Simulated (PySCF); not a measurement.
Species: BH9Si3.
Structure used (GFN2-xTB), in Å, numbered top down from 1:
```
atom  x, y, z in Å
B1    -2.3619    0.4321    0.2164
Si2   -1.3326   -0.9673   -0.6301
Si3    0.8626   -0.8651    0.1967
Si4    1.9743    1.1157   -0.2387
H5    -2.3591    1.5243   -0.2075
H6    -2.9416    0.2576    1.2192
H7    -1.8132   -2.3490   -0.4459
H8    -1.1954   -0.8737   -2.0974
H9     1.6419   -2.0091   -0.3021
H10    0.8468   -1.0968    1.6531
H11    3.3525    1.1716    0.2533
H12    2.0422    1.4066   -1.6731
H13    1.2792    2.2536    0.3738
```

Vertical excitations from PySCF (density fitting, frozen core in the response, grid level 2 and gas phase unless stated; continuum runs use non-equilibrium linear response for the excitations) on a GFN2-xTB geometry. Reference run:

```csv
settings,"S1, eV (f)","S2, eV (f)","S3, eV (f)","S4, eV (f)","S5, eV (f)","S6, eV (f)","T1, eV (Tamm–Dancoff)",mean α (au)
"CAM-B3LYP/def2-SVPD, full TDDFT, 8 singlets",4.32 (0.043),5.27 (0.051),5.38 (0.034),5.96 (0.027),6.69 (0.014),6.96 (0.027),3.45,105.1
```

Task: What do these settings give: PBE0/ANO-RCC-VDZP, IEF-PCM tetrahydrofuran, TDA, 3 singlets?

Result: 
```
                                                   settings    S1, eV (f)    S2, eV (f)    S3, eV (f)  S4, eV (f)  S5, eV (f)  S6, eV (f)  T1, eV (Tamm–Dancoff)  mean α (au)
PBE0/ANO-RCC-VDZP, IEF-PCM tetrahydrofuran, TDA, 3 singlets  4.37 (0.102)  4.87 (0.036)  5.23 (0.033)           –           –           –                   3.32        128.8
```

S1 moves by +0.05 eV; functional, basis, environment and response scheme change together, so the shift can't be laid on one. States are counted by energy in each run and needn't keep their character from row to row.

ANO-RCC sets were contracted for a scalar-relativistic Hamiltonian, but ran non-relativistically here.

Task: Which orbital pairs make up S1 in each run, and how does it sit against the orbital gap?

Result: 
```tsv
settings	S1 configurations (weight)	S1 (eV)	orbital gap (eV)	S1 − gap (eV)
CAM-B3LYP/def2-SVPD, full TDDFT, 8 singlets	H→L 0.48, H−1→L 0.24, H−2→L 0.18	4.32	7.77	-3.45
PBE0/ANO-RCC-VDZP, IEF-PCM tetrahydrofuran, TDA, 3 singlets	H→L 0.66, H−1→L 0.17, H−2→L 0.11	4.37	5.53	-1.16
```

Geometry: GFN2-xTB, one conformer.
